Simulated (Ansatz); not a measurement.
Consider the ligand exchange at the Sn–S bond: `[SiH3][S][SnH3]` + `C[SeH]` → `C[Se][SnH3]` + `[SiH3]S`.

Gas-phase electronic energies from Ansatz, PBE0-D4/def2-TZVP geometries. CCSD(T)/CBS is the MP2 limit (def2-TZVPP, def2-QZVPP) plus CCSD(T) − MP2 in def2-TZVPP, frozen cores. DFT in def2-TZVPP. def2 core potentials past Kr. For Se, Sn outer-core shells are correlated without core-valence functions, which leaves a few kJ/mol of doubt a bond. Scalar relativity is left out up to krypton.

`[SiH3][S][SnH3]`:

```xyz
9

Si    1.593   -0.169   -0.610
S     0.604    1.269    0.608
Sn   -1.580    0.256    0.660
H     1.571   -1.518    0.017
H     2.996    0.289   -0.759
H     0.957   -0.275   -1.950
H    -2.527    1.297    1.615
H    -1.445   -1.295    1.354
H    -2.169    0.147   -0.936
```

`C[SeH]`:

Z-matrix (Å, degrees):
```
C
Se 1 1.949
H 1 1.088 2 110.6
H 1 1.087 2 110.6 3 -123.3
H 1 1.089 2 106.0 3 118.4
H 2 1.468 1 95.4 3 61.7
```

`C[Se][SnH3]`:

```xyz
9

C    -1.442    0.176    0.899
Se    0.422    0.580    1.352
Sn    1.434   -0.153   -0.838
H    -1.770    0.776    0.052
H    -1.564   -0.884    0.687
H    -2.030    0.439    1.777
H     1.038   -1.791   -1.118
H     3.118    0.058   -0.705
H     0.794    0.798   -2.106
```

`[SiH3]S`:

Z-matrix (Å, degrees):
```
Si
S 1 2.137
H 1 1.485 2 111.6
H 1 1.485 2 111.6 3 -122.0
H 1 1.482 2 104.8 3 119.0
H 2 1.344 1 94.7 3 60.9
```

| species | B2PLYP energy (Eh) |
| --- | --- |
| `[SiH3][S][SnH3]` | -905.16935 |
| `C[SeH]` | -2441.65545 |
| `C[Se][SnH3]` | -2656.95222 |
| `[SiH3]S` | -689.87543 |

Question: Work out ΔE.

Answer: ΔE = (-2656.95222) + (-689.87543) − (-905.16935) − (-2441.65545) = -0.00285 Eh = -0.08 eV. CCSD(T)/CBS gives -0.07 eV.

Largest T1 diagnostic among the species: 0.013.

In def2-TZVPP, CCSD(T) changes the Hartree–Fock value by +0.04 eV (the triples alone add +0.01 eV) and MP2 by +0.04 eV. Leaving LDA and LC-ωPBE aside and taking each functional with its dispersion term where it has one, the values, not all of them listed here, spread over 0.08 eV, from BLYP-D4 to B97M-V.
